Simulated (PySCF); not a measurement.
Z-matrix (Å, degrees):
```
Ga
H 1 1.5542
S 1 2.1947 2 120.62
H 3 1.3435 1 94.53 2 -180.00
S 1 2.1982 2 123.00 3 -180.00
H 5 1.3433 1 94.02 2 0.00
```
Charge 0, multiplicity 1.

Problem. What LUMO, S1 oscillator strength and total energy does PySCF with PBE0-D4/def2-TZVP give?

Solution. 
```json
{
  "LUMO": "-1.18 eV",
  "S1 oscillator strength": "0.076",
  "total_energy": "-2722.6120 Ha"
}
```
